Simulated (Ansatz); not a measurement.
```yaml
crystal:
  periodic: [true, true, true]
  atoms:
    - {symbol: C, position_ang: [-1.165547, 0.446992, 0.717805]}
    - {symbol: N, position_ang: [-0.069128, 0.111967, -0.179812]}
    - {symbol: Si, position_ang: [1.224584, -0.909885, 0.396990]}
    - {symbol: C, position_ang: [-0.102206, 0.619455, -1.449537]}
    - {symbol: O, position_ang: [-0.969058, 1.328741, -1.898452]}
    - {symbol: H, position_ang: [-1.868398, 1.081701, 0.179759]}
    - {symbol: H, position_ang: [-1.683007, -0.455986, 1.052426]}
    - {symbol: H, position_ang: [-0.798368, 0.984864, 1.595886]}
    - {symbol: H, position_ang: [0.672699, -2.220846, 0.823943]}
    - {symbol: H, position_ang: [1.882180, -0.272251, 1.565978]}
    - {symbol: H, position_ang: [2.181679, -1.077608, -0.721593]}
    - {symbol: H, position_ang: [0.771772, 0.307755, -2.049392]}
basis:
  gaussian: {orbitals: aug-pcseg-2, fitting: {mean_field: def2-universal-jkfit}}
hamiltonian: {xc: {name: PBE0-DH}}
accuracy: high
```

```sh
$ ansatz run in.yaml --threads 4 --pin off --events-out ev --progress --plain --max-ram 10444MiB
```

It prints (some lines left out):

```
Error: YAML parse error: error: line 2 column 3: crystal: missing field `lattice` (a structure is typed as `lattice` and `atoms`, a molecule's as `atoms` in Å alone, or read from a run's directory, `checkpoint`)
 --> <input>:2:3
1 | crystal:
2 |   periodic: [true, true, true]
3 |   atoms:
4 |     - {symbol: C, position_ang: [-1.165547, 0.446992, 0.717805]}
```

Q: What is wrong with this run?

A: The molecule is marked periodic without a cell. The program refused the input.
